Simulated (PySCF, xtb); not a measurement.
Al(H)(Me)(SeH) (CH5AlSe), SMILES [AlH]([SeH])[CH3]. The values are those of a single conformer.

Harmonic wavenumbers (cm⁻¹) from GFN2-xTB (xtb) at its own minimum, in rising order: 48, 100, 114, 356, 370, 378, 500, 576, 627, 666, 1291, 1432, 1439, 1782, 2001, 2900, 2911, 2929.

Q: What does PySCF with ωB97X-D3(BJ)/def2-SVP give at its own minimum? (The exact figures need the calculation; the answer reports its results.)

A: 57, 137, 262, 394, 435, 525, 620, 660, 688, 763, 1235, 1433, 1436, 1964, 2500, 3054, 3144, 3165. Paired by order, the mean absolute difference is 121 cm⁻¹ and the zero-point energies are 29.2 and 32.1 kcal/mol.
